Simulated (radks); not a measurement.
All-electron atom: Ni5+ in [Ar] 3d5. Method: scalar-relativistic Kohn-Sham, r2SCAN, spin-polarised, spherical densities, finite nucleus; open shells are filled with parallel spins first; meta-GGA in the generalised Kohn-Sham scheme; Fermi nuclear charge, rms radius 3.7757 fm; computed with a radial shooting solver on a logarithmic mesh with Libxc functionals.

Normalised radial functions P(r) = r R(r), r in bohr:

r	3p down
0.002254	0.0015
0.002865	0.0023
0.003613	0.0036
0.004557	0.0055
0.005793	0.0086
0.007306	0.0131
0.009213	0.0201
0.01171	0.0310
0.01477	0.0469
0.01863	0.0701
0.02368	0.1048
0.02986	0.1519
0.03766	0.2155
0.04788	0.3002
0.06038	0.3987
0.07614	0.5052
0.0968	0.6043
0.1221	0.6576
0.154	0.6274
0.1957	0.4643
0.2468	0.1586
0.3113	-0.2657
0.3957	-0.7424
0.499	-1.1055
0.6293	-1.2533
0.8	-1.1406
1.009	-0.8476
1.272	-0.5067
1.617	-0.2281
2.04	-0.0773
2.572	-0.0180

3p down: eigenvalue -153.85 eV, 1 radial node at r = 0.271 bohr, <r> = 0.749 bohr, 90 % of the charge inside 1.14 bohr.
